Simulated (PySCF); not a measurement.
**Radial density of Tl (thallium, neutral)**

UHF, [Xe] 4f14 5d10 6s1 6p2, high-spin 4P determinant (an excited configuration). All numbers are calculated (PySCF 2.14, scalar relativity by spin-free X2C-1e, in aug-cc-pwCVTZ-DK3 (11s10p8d5f1g, 125 functions)).

```json
{"r (bohr)": "0.0161", "4πr²ρ (e/bohr)": "103.9", "4πr²(ρα − ρβ)": "0.0049"}
{"r (bohr)": "0.0271", "4πr²ρ (e/bohr)": "107.7", "4πr²(ρα − ρβ)": "0.0127"}
{"r (bohr)": "0.0456", "4πr²ρ (e/bohr)": "151.4", "4πr²(ρα − ρβ)": "0.0155"}
{"r (bohr)": "0.0766", "4πr²ρ (e/bohr)": "124.4", "4πr²(ρα − ρβ)": "-0.0203"}
{"r (bohr)": "0.129", "4πr²ρ (e/bohr)": "140.7", "4πr²(ρα − ρβ)": "0.0264"}
{"r (bohr)": "0.217", "4πr²ρ (e/bohr)": "89.60", "4πr²(ρα − ρβ)": "0.0004"}
{"r (bohr)": "0.365", "4πr²ρ (e/bohr)": "95.25", "4πr²(ρα − ρβ)": "0.0152"}
{"r (bohr)": "0.614", "4πr²ρ (e/bohr)": "37.83", "4πr²(ρα − ρβ)": "0.1270"}
{"r (bohr)": "1.03", "4πr²ρ (e/bohr)": "20.64", "4πr²(ρα − ρβ)": "-0.1590"}
{"r (bohr)": "1.74", "4πr²ρ (e/bohr)": "5.948", "4πr²(ρα − ρβ)": "0.6967"}
{"r (bohr)": "2.92", "4πr²ρ (e/bohr)": "1.389", "4πr²(ρα − ρβ)": "1.0908"}
{"r (bohr)": "4.91", "4πr²ρ (e/bohr)": "0.2809", "4πr²(ρα − ρβ)": "0.2789"}
{"r (bohr)": "8.26", "4πr²ρ (e/bohr)": "0.01053", "4πr²(ρα − ρβ)": "0.0105"}
```

Densities and radii are taken from the X2C orbitals without a picture-change correction, which distorts them close to the nucleus.

Spin-orbit coupling is strong in this species (close to jj coupling), so the high-spin LS determinant is a model state, not a physical level.

Q: Where is the radial spin density 4πr²(ρα − ρβ) most negative, and why is it negative at all?

A: Around r = 1.03 bohr, down to -0.1590 e/bohr: exchange with the open shell polarises the paired shells in an unrestricted calculation.
